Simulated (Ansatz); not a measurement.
Li₁₂F₁₂⁻ (started as a model of: (LiF)12 cage of four- and six-membered rings). Total charge -1; doublet. Geometry PBE0-D4/def2-SVP.

```csv
atom,x (Å),y (Å),z (Å)
Li1,1.834,-1.294,-1.623
F2,2.706,0.129,-0.935
Li3,2.590,-0.749,0.638
F4,1.815,-2.216,-0.071
Li5,0.254,-2.700,0.566
F6,-1.263,-2.541,-0.399
Li7,-1.179,-1.635,-1.899
F8,0.395,-1.112,-2.610
Li9,-0.358,0.526,-2.696
F10,-1.966,-0.022,-2.086
F11,0.443,1.949,-2.054
Li12,1.922,1.694,-1.051
F13,1.261,2.541,0.399
Li14,-0.254,2.699,-0.568
Li15,1.179,1.636,1.900
F16,1.966,0.022,2.086
Li17,0.359,-0.526,2.696
F18,-0.442,-1.950,2.054
Li19,-1.922,-1.695,1.053
F20,-0.395,1.112,2.611
Li21,-2.590,0.748,-0.638
F22,-1.816,2.217,0.071
Li23,-1.833,1.295,1.622
F24,-2.705,-0.129,0.935
```

At PBE-D4/def2-SVP, PBE0-D4/def2-SVP the highest occupied level of the relaxed charge -1 doublet lies above zero (up to 1.27 eV). By energy differences it is unbound by 0.22 eV (each at its own geometry, against the charge 0 singlet, at PBE-D4/def2-SVP) and held by the finite basis.

(1) Estimate the α-spin orbital energies around the gap (eV) in Ansatz with PBE-D4/def2-SVP, PBE0-D4/def2-SVP.

Answers

(1) 
```tsv
orbital	PBE-D4/def2-SVP	PBE0-D4/def2-SVP
HOMO−5	-4.91	-7.00
HOMO−4	-4.91	-7.00
HOMO−3	-4.83	-6.93
HOMO−2	-4.83	-6.93
HOMO−1	-4.83	-6.93
HOMO	1.27	1.13
LUMO	1.62	1.90
LUMO+1	1.62	1.90
LUMO+2	1.62	1.90
LUMO+3	2.08	2.41
LUMO+4	2.08	2.41
LUMO+5	2.11	2.43
β HOMO	-4.83	-6.93
β LUMO	1.52	1.93
```
